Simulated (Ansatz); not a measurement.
**Two structures, one formula**

Two relaxed structures of CH₄OZn, closed shell (PBE0-D4/def2-TZVP; forces vanish, vibrations not checked).

A:

```
7
angstrom
O -1.2416 -0.0449 -0.6351
C -0.1439 0.4406 0.1396
Zn 1.2205 -0.9742 0.1376
H -1.9278 0.6273 -0.6538
H -0.4551 0.6742 1.1677
H 0.2633 1.3690 -0.2853
H 2.2847 -2.0921 0.1292
```

B:

```
7
angstrom
O -1.1826 0.0103 0.0927
C -0.2090 0.7019 -0.6598
Zn 0.4665 -2.1336 1.7092
H -1.4106 0.5410 0.8596
H 0.7245 0.8445 -0.1015
H -0.5697 1.6787 -1.0020
H 0.0092 0.0921 -1.5367
```

Ansatz 0.2.0; basis: def2-TZVPP; cores frozen in the correlated methods. The 3s and 3p shells of Cu and Zn are frozen; filled d shells are correlated. B3LYP uses VWN-RPA correlation.

Problem. Which structure is lower at CCSD(T), and by how much? (An estimate is asked for; the value comes from the calculation.)

Solution. The calculation gives: B, by 76.9 kJ/mol (electronic energy, against the other). By their contacts, A is CH₄OZn ([OH][CH2][ZnH]) and B is a complex of CH₄O ([CH3][OH]) + Zn.

All methods give the same order:

| method | E(B) − E(A) (kJ/mol) |
| --- | --- |
| PBE-D4 | -74.0 |
| r2SCAN-D4 | -56.4 |
| PBE0-D4 | -72.0 |
| B3LYP-D4 | -92.7 |
| wB97M-V | -69.3 |
| HF | -105.7 |
| MP2 | -60.9 |
| CCSD | -81.4 |
| CCSD(T) | -76.9 |

No T1 diagnostic of these runs exceeds 0.014.

Labels in which every atom is bracketed show which atoms are joined, not bond orders.

For scale, one of the runs: CCSD(T)/def2-TZVPP, 182 basis functions, launched by `ansatz run in.yaml --threads 2 --pin off --events-out ev --progress --plain --max-ram 4352MiB`. Time: 58 s of wall clock on 2 CPU threads of an Arm Neoverse V2; the host was shared. Peak host memory: 1.8 GiB.
